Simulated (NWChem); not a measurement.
Species: GeH₃TeCl; SMILES Cl[Te][GeH3]

```xyz
6

Te     0.6577     0.6806     0.0000
Cl    -1.5574     1.5770     0.0000
Ge    -0.2090    -1.7383     0.0000
H     -1.0457    -1.9752     1.2653
H     -1.0457    -1.9752    -1.2653
H      1.0514    -2.6233     0.0000
```
Atoms are numbered in this order, from 1.

Results from NWChem. Geometry: optimised at PBE0/def2-SVP. No frequency run checked for a minimum. def2 effective core potentials on Te; no spin-orbit coupling. Ions are spin-unrestricted doublets at the neutral geometry; other ion states weren't tried.

What does the run give for PBE0/def2-SVP? Quantities: vertical ionisation energy, ΔSCF (eV); −ε(HOMO) (eV).


- vertical ionisation energy, ΔSCF (eV) = 8.49
- −ε(HOMO) (eV) = 6.42
